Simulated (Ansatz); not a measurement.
The cluster Sr2S2⁺. Total charge 1; doublet. Geometry B3LYP-D4/def2-TZVP, that of the neutral singlet; atoms count from 1.

Cartesian coordinates in Å:
```
Sr -1.024 -1.396 -0.546
Sr 1.024 1.398 0.543
S -1.628 1.026 0.431
S 1.629 -1.027 -0.427
```

In the def2 sets Sr takes a core potential; there is no spin–orbit coupling. The structure comes from a short search, and lower isomers may exist.

Estimate the Mulliken populations from the PBE0/def2-TZVP orbitals of Ansatz.


```json
{"atom": "Sr1", "charge (e)": "1.21", "spin (α − β)": "-0.04"}
{"atom": "Sr2", "charge (e)": "1.21", "spin (α − β)": "-0.04"}
{"atom": "S3", "charge (e)": "-0.71", "spin (α − β)": "0.54"}
{"atom": "S4", "charge (e)": "-0.71", "spin (α − β)": "0.54"}
```
Mulliken values and Mayer orders depend strongly on the basis.

Where does the spin sit?

Summed by element: Sr -0.08, S 1.08, of 1 unpaired in all. Largest on single atoms: S4 0.54, S3 0.54, Sr1 -0.04.

And the Mayer bond orders between bonded heavy atoms (over 0.3)?

Sr1–S3 0.68 (2.68 Å); Sr1–S4 0.68 (2.68 Å); Sr2–S3 0.68 (2.68 Å); Sr2–S4 0.68 (2.68 Å). Values over 0.3 also appear between atoms too far apart for a bond (S3–S4 0.31 at 3.94 Å); they arise where an orbital or an unpaired electron spreads over both atoms.
